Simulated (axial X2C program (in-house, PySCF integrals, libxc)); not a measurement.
Working with the constants of PtB

A bond curve at the PBE0 level, 2c, was computed with an axial X2C code built on PySCF integrals (basis Pt dyall-cv3z [13s14p9d6f4g], B dyall-v3z [7s6p2d1f] (cores contracted in-house)) for the state Ω = 1/2 (⟨Sz⟩ = 0.50, ⟨Lz⟩ = 0.00 at PBE0). Its fit gives Re = 1.7524 Å, ωe = 924.7 cm⁻¹, ωexe = 4.96 cm⁻¹ and αe = 3.626e-03 cm⁻¹; the masses are 194.9648 and 11.0093 u. Two-component means X2C with spin–orbit coupling and atomic mean-field Coulomb and Gaunt terms.

Problem. Find the reduced mass, Be and the force constant.

Solution. From the PBE0 values: μ = 10.4209 u. Be = 16.8576/(μ Re²) = 0.5268 cm⁻¹. k = 5.8918×10⁻⁷ μ ωe² = 5.25 mdyn/Å.

Problem. Where do the fundamental and the first overtone lie?

Solution. ν(1←0) = ωe − 2ωexe = 914.8 cm⁻¹; ν(2←0) = 2ωe − 6ωexe = 1819.6 cm⁻¹.

Problem. Estimate the centrifugal constant by the Kratzer relation.

Solution. D = 4Be³/ωe² = 6.84e-07 cm⁻¹.

Problem. A Morse curve ties αe to the other constants (Pekeris). How well does that hold?

Solution. αe(Morse) = 6Be²/ωe × (√(ωexe/Be) − 1) = 3.724e-03 cm⁻¹; the PBE0 curve gives 3.626e-03 cm⁻¹, a ratio of 1.03.

Problem. Estimate De from a Morse curve and compare with the computed well depth of 5.236 eV to Pt + B.

Solution. De(Morse) = ωe²/(4ωexe) = 5.344 eV against 5.236 eV computed, a ratio of 1.02. For De the Morse form works well here.

The state is one determinant whose occupation by symmetry is held fixed; it was picked as the lowest of a PBE0 search that is not exhaustive. De is counted from the lowest determinant-based energies of the atoms at the same level, without counterpoise correction. Density functionals use the spin component along the axis (collinear). The 2c atoms are single determinants rather than J levels; their spin–orbit lowering is only partly caught, and De is too large by that part. This holds for PBE0. The functionals have no current-density term, which raises determinants with orbital currents, atoms included.
